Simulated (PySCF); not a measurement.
# Shapes and spin states of WS₂⁺

These are results of PySCF, PBE0, basis W def2-SVP with ECP60, S def2-SVP (scalar-relativistic core potentials, no spin–orbit coupling, density fitting), not measurements.

Relaxations began from a few typed shapes and spin states; open shells are unrestricted. The search is not exhaustive: other isomers or separated fragments can lie lower, and high-lying points may rest on an excited occupation.

```csv
spin,group,bonds,angles,imaginary modes (cm⁻¹),ΔE (kJ/mol),ΔE with ZPE (kJ/mol)
doublet,C2v,W–S 2.083 Å (×2),S–W–S 104.3°,none,0.0,0.0
broken-symmetry Ms = 1/2 (⟨S²⟩ 1.89),C2v,W–S 2.145 Å (×2),S–W–S 99.4°,none,114.2,111.8
quartet (⟨S²⟩ 4.23),C2v,"S–S 2.027 Å, W–S 2.298 Å (×2)","S–S–W 63.8° (×2), S–W–S 52.3°",none,128.0,127.0
doublet,C2v,"S–S 2.082 Å, W–S 2.205 Å (×2)","S–S–W 61.8° (×2), S–W–S 56.3°",none,219.4,219.2
broken-symmetry Ms = 1/2 (⟨S²⟩ 1.85),D∞h,W–S 2.163 Å (×2),S–W–S 180.0°,"204i, 204i",314.9,–
```

The lowest minimum found is the doublet C2v: W–S 2.083 Å (×2); S–W–S 104.3°.

Formally W is in oxidation state +5, d1, with 1 unpaired electron. The Mulliken spin on W is 1.52. The polar-tensor charge on W, 1.26, is far below the formal one.

For the lowest minimum: with open d or f shells other occupations or spin states may lie lower. With an element this heavy the missing spin–orbit coupling can shift these numbers.
